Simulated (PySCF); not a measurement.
C₅H₇N₃.
InChI=1S/C5H7N3/c1-3-5-4-6-7-8(5)2/h3-4H,1H2,2H3

Torsions of this conformer, `[CH2:1]=[CH:2][c:3]1[cH:4][n:5][n:6][n:7]1[CH3:8]`: C1–C2–C3–C4 1°.

The closed-shell ground state was solved at several levels (PySCF, density fitting, gas phase, non-relativistic). Isolated species at its PBE0-D3(BJ)/def2-SVP geometry (one conformer only).

| level | basis functions | HOMO (eV) | LUMO (eV) | gap (eV) | dipole (D) |
| --- | --- | --- | --- | --- | --- |
| B3LYP/pcJ-1 | 286 | -6.67 | -1.49 | 5.18 | 4.67 |
| PBE0/pcSseg-1 | 171 | -6.90 | -1.31 | 5.59 | 4.72 |
| HF/pcSseg-1 | 171 | -8.81 | 2.33 | 11.14 | 5.03 |

Task: What might CAM-B3LYP/def2-SVPD (216 basis functions) give for the same quantities?

Result: HOMO -8.15 eV, LUMO -0.30 eV, gap 7.85 eV, dipole 4.78 D.

Task: Over all these levels, which gives the widest orbital gap and which the narrowest?

Result: HF/pcSseg-1 (Hartree–Fock, all exact exchange) has the widest, 11.14 eV, and B3LYP/pcJ-1 (global hybrid, 20 % exact exchange) the narrowest, 5.18 eV. Functional and basis both differ between the two, so the spread mixes both effects. The HOMO need not be the same orbital at Hartree–Fock and at DFT levels.

Task: How far do the dipole and the HOMO energy spread over the levels?

Result: The dipole runs from 4.67 to 5.03 D (mean 4.80 D) and the HOMO from -8.81 to -6.67 eV.
